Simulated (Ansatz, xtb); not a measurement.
# Relative energy of two conformers of H3O2Si2

Structure I: `O=[Si]O[SiH3]`, a doublet. Structure II: `O=[Si]O[SiH3]`, a doublet. Both are isolated molecules in the gas phase, relaxed with B3LYP-D3(BJ)/def2-SVP.

I (Å):

```xyz
7

O    -1.8570    0.9704    3.0686
O     0.1497    0.0137    1.2872
Si   -0.6463    1.1764    2.1232
Si    0.3615   -1.5988    0.8489
H     1.6759   -2.0521    1.3745
H    -0.7370   -2.4238    1.4192
H     0.3491   -1.6749   -0.6352
```

II (Å):

```xyz
7

O     1.1378   -1.9768    1.0227
O     0.1931   -0.4748   -1.2022
Si    0.0457   -1.5867   -0.0057
Si    1.1746    0.6568   -1.9768
H     0.3528    1.3100   -3.0271
H     2.3356   -0.0415   -2.5906
H     1.6428    1.6635   -0.9870
```

Task: Estimate which is lower in electronic energy at CCSD(T)/def2-SVP + ΔMP2/def2-TZVPP, and by roughly how much.

Result: Too close to call at this level: CCSD(T)/def2-SVP + ΔMP2/def2-TZVPP gives E(II) − E(I) = −0.10 kcal/mol.

How the difference moves with the method:

| level | geometry | E(II) − E(I) (kcal/mol) | departure from the last row (kcal/mol) | job, with rough time for the two |
| --- | --- | --- | --- | --- |
| B3LYP-D3(BJ)/def2-SVP | B3LYP-D3(BJ)/def2-SVP | −0.02 | +0.08 | optimisation, 62 s |
| HF/def2-SVP | B3LYP-D3(BJ)/def2-SVP | −0.02 | +0.08 | part of the CCSD(T) run |
| MP2/def2-SVP | B3LYP-D3(BJ)/def2-SVP | −0.07 | +0.04 | part of the CCSD(T) run |
| CCSD(T)/def2-SVP | B3LYP-D3(BJ)/def2-SVP | −0.08 | +0.02 | single point |
| CCSD(T)/def2-SVP + ΔMP2/def2-TZVPP | B3LYP-D3(BJ)/def2-SVP | −0.10 |  | single point, 48 s |

The largest departure from CCSD(T)/def2-SVP + ΔMP2/def2-TZVPP is that of HF/def2-SVP, 0.08 kcal/mol. A small imaginary or near-zero mode remains, so no thermal terms are given. Levels run at GFN2-xTB geometries aren't shown. The last row adds to CCSD(T) the change of the MP2 difference between the two basis sets, here −0.02 kcal/mol.

Open shells are spin-unrestricted. The correlated steps freeze 12 core orbitals. Programs: Ansatz 0.2.0; the last row on 1 thread of Intel(R) Xeon(R) 6975P-C (Granite Rapids) on a shared host.
